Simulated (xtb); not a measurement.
H6S, SMILES [H][S@OH27]([H])([H])([H])([H])[H]. All values are semi-empirical tight-binding results from xtb (GFN2-xTB unless named), good for trends rather than for accurate numbers. Coordinates come from a GFN2-xTB optimisation.

Optimised geometry:

```xyz
7

S      0.0000     0.0000     0.0000
H      0.0000     1.4343     0.0000
H      0.0000    -1.4343     0.0000
H     -1.4343     0.0000     0.0000
H      1.4343     0.0000     0.0000
H      0.0000     0.0000     1.4343
H      0.0000     0.0000    -1.4343
```
Charge 0, spin multiplicity 1.

```yaml
point_group_as_xtb_finds_it: Oh
orbital_gap: 5.48 eV
zero_point_energy: 32.2 kcal/mol
G − E(el) at 298.15 K (modified RRHO): 20.1 kcal/mol
static polarisability (D4 model): 35.5 bohr³
solvation energy, GFN2-xTB/ALPB(water): 0.2 kcal/mol
solvation energy, GFN2-xTB/ALPB(thf): -1.6 kcal/mol
```

Question: Give the atomic charges. (An estimate is asked for; the answer gives what the named calculation found.)

Answer: charges (e) S1 -0.22, H2 0.04, H3 0.04, H4 0.04, H5 0.04, H6 0.04, H7 0.04.
